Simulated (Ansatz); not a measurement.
`B[SiH](N)F` + BH₃ → `B[SiH](B)F` + NH₃  (formal exchange of groups at the Si–N bond)

Isolated molecules relaxed with PBE0-D4/def2-TZVP in Ansatz; ΔE leaves out vibrations. CCSD(T)/CBS is the MP2 limit (def2-TZVPP, def2-QZVPP) plus CCSD(T) − MP2 in def2-TZVPP, frozen cores. This one scheme is used for every species. DFT in def2-TZVPP. HSE06 is defined as in plane-wave codes. One conformer a species, not always the lowest.

`B[SiH](N)F`:

Z-matrix (Å, degrees):
```
Si
N 1 1.703
F 1 1.613 2 114.6
B 1 2.005 2 106.3 3 117.9
H 1 1.484 2 105.9 3 -115.4
H 2 1.006 1 122.8 3 86.5
H 2 1.006 1 122.2 3 -72.9
H 4 1.195 1 123.8 2 123.8
H 4 1.198 1 119.3 2 -54.0
```

BH₃:

Cartesian coordinates in Å:
```
B 0.000 0.000 0.000
H 1.109 0.254 0.361
H -0.762 -0.536 0.746
H -0.346 0.282 -1.107
```

`B[SiH](B)F`:

Z-matrix (Å, degrees):
```
Si
B 1 2.000
F 1 1.612 2 113.1
B 1 2.000 2 108.9 3 126.7
H 1 1.497 2 107.3 3 -117.5
H 2 1.195 1 123.4 3 -8.0
H 2 1.196 1 118.3 3 173.2
H 4 1.195 1 123.4 2 -118.7
H 4 1.196 1 118.3 2 60.1
```

NH₃:

Z-matrix (Å, degrees):
```
N
H 1 1.013
H 1 1.013 2 107.1
H 1 1.013 2 107.1 3 -114.5
```

```
             level  ΔE (kJ/mol)  difference from CCSD(T)/CBS
        r2SCAN0-D4         78.0                         -3.5
          HSE06-D4         68.7                        -12.8
           ωB97M-V         84.8                          3.3
          PBE-QIDH         81.2                         -0.3
              PBE0         68.5                        -13.0
           r2SCAN0         77.9                         -3.6
       HF/def2-SVP         95.2                         13.7
     HF/def2-TZVPP         99.4                         17.9
SCS-MP2/def2-QZVPP         92.9                         11.4
     MP2/CBS(def2)         91.5                         10.0
       CCSD(T)/CBS         81.5                            0
```

Largest T1 diagnostic among the species: 0.013.

In def2-TZVPP, CCSD(T) changes the Hartree–Fock value by −17.9 kJ/mol (the triples alone add −2.0 kJ/mol) and MP2 by −7.9 kJ/mol. From r2SCAN to r2SCAN0 (25 % exact exchange), in def2-TZVPP and without D4, ΔE moves by +5.5 kJ/mol.
